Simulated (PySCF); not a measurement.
Gas-phase reaction: SnH4 + SnI4 → 2 SnI2 + 4 H

Computed with PySCF (xtb for GFN2) and rigid-rotor harmonic-oscillator thermochemistry at 1 bar. † marks an energy on the PBE0/def2-TZVP geometry and frequencies; other levels use their own. MP2 freezes the core. Open shells (unrestricted): H (multiplicity 2); the rest are closed-shell singlets. GFN2 has no spin-polarisation term. I, Sn: scalar-relativistic def2 core potential, no spin-orbit coupling. MP2 isn't extrapolated to the basis-set limit; its ΔH°(298 K) is 759.3 kJ in def2-SVP and 774.5 kJ in def2-TZVPP. The harmonic model lacks anharmonicity and excited electronic states, which grow with temperature; levels with a mode under 35 cm⁻¹ are left out. Soft modes under 120 cm⁻¹ make the harmonic entropy rough for SnI4, SnI2.

```
level              ΔE electronic, kJ  ΔH°(298 K), kJ  ΔS°(298 K), J/K  ΔG°(2500 K), kJ
-----------------  -----------------  --------------  ---------------  ---------------
BLYP/def2-TZVP†                  770             718              472             -513
GFN2-xTB                         744             694              464             -512
HF/def2-TZVP†                    661             608              472             -622
MP2/def2-SVP†                    812             759              472             -472
PBE/def2-SVP                     779             730              470             -492
PBE0/def2-SVP†                   812             760              472             -471
r2SCAN/def2-TZVP†                845             792              472             -439
```
ΔH° is lowest at HF/def2-TZVP† and highest at r2SCAN/def2-TZVP†. No reference value is set beside these.
